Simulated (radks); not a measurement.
A nucleus of charge 66.1 with 65 electrons, 65 electrons, occupied as [Xe] 4f10 6s1.

All-electron calculation, Dirac Kohn-Sham, PBEsol, spin-unpolarised, spherical densities, finite nucleus; open shells fill j = l - 1/2 first; Fermi nuclear charge, rms radius 5.2218 fm. Program: a radial shooting solver on a logarithmic mesh with Libxc functionals.

Energy parts (hartree):
total: -12208.4213
kinetic: 13392.3487
electron-nucleus: -30092.5739
Hartree: 4752.7060
exchange-correlation: -260.9021

Orbitals (lengths in bohr, moments of r in powers of bohr):
| orbital | occ. | eigenvalue (hartree) | <r> | small-component weight |
|---|---|---|---|---|
| 1s1/2 | 2 | -1975.575 | 0.02109 | 6.09e-02 |
| 2s1/2 | 2 | -329.2100 | 0.08908 | 1.35e-02 |
| 2p1/2 | 2 | -313.2006 | 0.07424 | 1.36e-02 |
| 2p3/2 | 4 | -283.6089 | 0.08131 | 1.25e-02 |
| 3s1/2 | 2 | -73.51490 | 0.2337 | 4.32e-03 |
| 3p1/2 | 2 | -66.51793 | 0.2234 | 4.27e-03 |
| 3p3/2 | 4 | -60.37020 | 0.2368 | 3.97e-03 |
| 3d3/2 | 4 | -48.32364 | 0.2092 | 3.85e-03 |
| 3d5/2 | 6 | -46.98055 | 0.2134 | 3.77e-03 |
| 4s1/2 | 2 | -14.75973 | 0.5289 | 1.38e-03 |
| 4p1/2 | 2 | -11.99754 | 0.5393 | 1.30e-03 |
| 4p3/2 | 4 | -10.62071 | 0.5700 | 1.19e-03 |
| 4d3/2 | 4 | -6.06829 | 0.6023 | 1.02e-03 |
| 4d5/2 | 6 | -5.81894 | 0.6133 | 9.91e-04 |
| 5s1/2 | 2 | -2.08665 | 1.297 | 2.83e-04 |
| 5p1/2 | 2 | -1.34147 | 1.463 | 2.21e-04 |
| 5p3/2 | 4 | -1.16593 | 1.569 | 1.93e-04 |
| 4f5/2 | 6 | -0.42084 | 0.8560 | 5.76e-04 |
| 4f7/2 | 4 | -0.38802 | 0.8751 | 5.62e-04 |
| 6s1/2 | 1 | -0.35097 | 3.646 | 3.66e-05 |

The highest occupied level is 6s1/2 at -9.550 eV. The electron density at the nucleus is 7.454e+05 e/bohr^3.
